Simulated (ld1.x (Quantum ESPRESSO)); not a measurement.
# Sn, TM: configuration errors across variants

tin (Sn), norm-conserving Troullier–Martins (Kleinman–Bylander form), made with ld1.x (Quantum ESPRESSO) 7.5 (LDA (PZ), fully relativistic). Core [Kr], reference 4d10 5s2 5p0 (charge +2). Waves: 5p (bound, empty): rc 2.15 bohr; 4d (bound): rc 0.90 bohr; 5s (bound): rc 1.55 bohr. Local part: the s channel. Core correction: none.

Open shells are filled in proportion to 2j + 1 (rel_dist='average').

All-electron excitation energies from the reference (eV): (1) 4d10 5s2 5p1 -14.283; (2) 4d10 5s1 5p0 31.449; (3) 4d10 5s2 5p2.3 -22.297; (4) 4d10 5s0 5p4 -7.036; (5) 4d10 5s1 5p2 -6.569; (6) 4d9 5s2 5p3 2.922.

1 further variants failed, have other tests or too few solved ones, and are left out.

Errors AE − PS in meV (a dash: test not solved or not reliable):

| change | (1) | (2) | (3) | (4) | (5) | (6) | bound ghosts |
| --- | --- | --- | --- | --- | --- | --- | --- |
| base | +2.7 | +14 | +7.8 | -20 | -6.1 | -397 | none |
| all radii scaled by about 1.35 (s 2.10, p 2.90, d 1.22 bohr) | +0.1 | +7.2 | +5.1 | +2.5 | -0.5 | -387 | none |
| core correction a·sin(br)/r model core inside 1.08 bohr | 0.0 | +0.2 | +1.3 | -29 | -8.7 | -450 | none |
| wave 5s (bound): rc 1.55 bohr becomes 5s (bound): rc 2.38 bohr | +3.8 | +5.0 | – | -17 | -4.0 | -445 | none |
| wave 4d (bound): rc 0.90 bohr becomes 4d (bound): rc 0.92 bohr | +2.7 | +14 | +7.8 | -20 | -6.1 | -397 | none |

Problem. Give the same row for: wave 5p (bound): rc 2.15 bohr becomes 5p (bound): rc 2.80 bohr.

Solution. +0.9, +14, +4.2, -11, -4.6, -355; bound ghosts: none.
